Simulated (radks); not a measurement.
Results of a calculation; reference values are marked as such.
Polarisability of the rhenium ion Re2+, [Xe] 4f14 5d5, at imaginary frequency. Code: a radial shooting solver on a logarithmic mesh with Libxc functionals. Model: scalar-relativistic Kohn-Sham, LDA (Slater exchange, Perdew-Wang correlation), spin-polarised, spherical densities, finite nucleus; open shells are filled with parallel spins first (spin-orbit coupling, left out, can overturn this in heavy ions); Fermi nuclear charge, rms radius 5.3698 fm. Response by self-consistent Sternheimer equations with the Hartree and adiabatic LDA kernel, the relativistic mass of each level held fixed and spin-orbit coupling left out.

w (hartree),alpha1(iw) (bohr^3)
0.00266,12.39
0.0143,12.38
0.0360,12.32
0.0697,12.13
0.118,11.69
0.186,10.86
0.280,9.617
0.413,8.073
0.605,6.411
0.892,4.767
1.35,3.244
2.12,1.949
3.59,0.9815
6.94,0.3867
17.5,0.09711

Static values: alpha1 = 12.39 bohr^3 (1.836 angstrom^3; uncoupled 18.41). C6 = 78.24, triple-dipole C9 = 641.3 atomic units. One-pole (London) frequency 4 C6 / (3 alpha1^2) = 0.679 hartree, against 0.839 for minus the highest occupied eigenvalue.
